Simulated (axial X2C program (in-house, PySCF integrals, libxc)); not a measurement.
SnF: cheaper levels and CCSD(T), 2c

Computed with an in-house relativistic program for diatomic molecules. Two-component (2c) means X2C with spin–orbit coupling and atomic mean-field two-electron Coulomb and Gaunt terms. Basis: Sn dyall-cv3z [11s12p9d4f1g], F dyall-av3z [7s6p3d2f] (cores contracted in-house); Gaussian nuclei, density fitting, unrestricted open shells. Masses: Sn 119.902 u, F 18.998 u.

State: Ω = 1/2 (⟨Sz⟩ = -0.50, ⟨Lz⟩ = 1.00 at HF); fragments Sn + F.

```csv
level,Re (Å),ωe (cm⁻¹)
PBE0,1.952,572.7
HF,1.931,602.4
MP2,1.953,571.8
CCSD,1.947,583.8
B3LYP,1.970,554.5
```

Correlated methods: 21 electrons correlated (number of frozen shells: Sn 4 s, 3 p, 1 d; F 1 s), 257 virtual spin orbitals or spinors in MP2, 110 natural virtuals in coupled cluster.

CCSD(T), same Hamiltonian and basis:

Re = 1.950 Å, ωe = 578.9 cm⁻¹; T1 = 0.015 (Lee–Taylor normalisation).

**Question.** Give the differences from CCSD(T) in the columns below.

**Answer.** 

| level | ΔRe (Å) | Δωe (cm⁻¹) |
| --- | --- | --- |
| PBE0 | 0.002 | -6 |
| HF | -0.019 | 24 |
| MP2 | 0.003 | -7 |
| CCSD | -0.003 | 5 |
| B3LYP | 0.020 | -24 |

One determinant describes the state; a PBE0 search over occupations chose it and may have missed a lower one. De is not given where an atomic determinant may have missed its ground term or J level, or where the truncated virtual space spoils (T). Density functionals use the spin component along the axis (collinear). CCSD and (T) use frozen natural virtuals with an MP2 correction for the truncation; (T) itself is uncorrected, so its De runs slightly low. The functionals have no current-density term, which raises determinants with orbital currents, atoms included.
